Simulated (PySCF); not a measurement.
## Excitation energy of Ba by level of theory

Ba [Xe] 6s2 (1S) → Ba [Xe] 6s1 7s1 (3S), as a difference of total energies. All numbers are calculated (PySCF 2.14, scalar relativity by spin-free X2C-1e, in aug-cc-pwCVTZ-X2C). Correlated levels: valence: [Xe] frozen. The calculations carry no spin-orbit coupling.

| method | excitation energy (eV) |
| --- | --- |
| UHF | 2.472 |
| MP2 (valence) | 2.892 |
| SCS-MP2 (valence) | 3.025 |
| CCSD (valence) | 3.002 |

Task: How much does correlation contribute at MP2 (valence)?

Result: 2.892 − (2.472) = 0.420 eV, measured against UHF.

The promoted electron is Rydberg-like, and one or two diffuse shells describe it only roughly, which tends to raise the upper state.

With two correlated electrons CCSD is exact in that space.
